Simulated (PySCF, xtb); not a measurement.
anisole (C₇H₈O), SMILES c1ccc(cc1)OC.

GFN2-xTB run with xtb at its own geometry gives an orbital gap of 4.27 eV and a dipole moment of 1.41 D.

Geometry: r2SCAN-D4/def2-SVP. The values are those of a single conformer.

Q: What does M06-2X/def2-TZVP (PySCF) give? (An estimate is asked for; the answer gives what the named calculation found.)

A: gap 8.08 eV (levels -7.53 and 0.56 eV), dipole 1.28 D.
